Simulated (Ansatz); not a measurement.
Consider the formal exchange of groups at a Ge–O bond: `C[O][Ge]([SH])([Cl])[Cl]` + CH₄ → `[CH3][Ge]([SH])([Cl])[Cl]` + CH₃OH.

Gas-phase electronic energies from Ansatz, PBE0-D4/def2-TZVP geometries. CCSD(T)/CBS is the MP2 limit (def2-TZVPP, def2-QZVPP) plus CCSD(T) − MP2 in def2-TZVPP, frozen cores. This one scheme is used for every species. DFT in def2-TZVPP. For Ge outer-core shells are correlated without core-valence functions, which leaves a few kJ/mol of doubt a bond. Scalar relativity is left out up to krypton. One conformer a species, not always the lowest.

```csv
species,revPBE energy (Eh)
`C[O][Ge]([SH])([Cl])[Cl]`,-3511.11232
CH₄,-40.51893
`[CH3][Ge]([SH])([Cl])[Cl]`,-3435.88177
CH₃OH,-115.73606
```

Task: Work out ΔE.

Result: ΔE = (-3435.88177) + (-115.73606) − (-3511.11232) − (-40.51893) = 0.01342 Eh = +35.2 kJ/mol. CCSD(T)/CBS gives +40.4 kJ/mol.

Largest T1 diagnostic among the species: 0.011.

Leaving LDA and LC-ωPBE aside and taking each functional with its dispersion term where it has one, the values, not all of them listed here, spread over 14.4 kJ/mol, from HSE06-D4 to B97M-V. From r2SCAN to r2SCAN0 (25 % exact exchange), in def2-TZVPP and without D4, ΔE moves by −4.4 kJ/mol. The D4 term adds +3.9 kJ/mol with B3LYP and +2.3 kJ/mol with PBE0; it sums over pairs of atoms, weighted by their polarisabilities, and B3LYP, whose exchange is more repulsive, gets the larger term.

B3LYP here is the variant with VWN-RPA as its local correlation; programs differ in this.
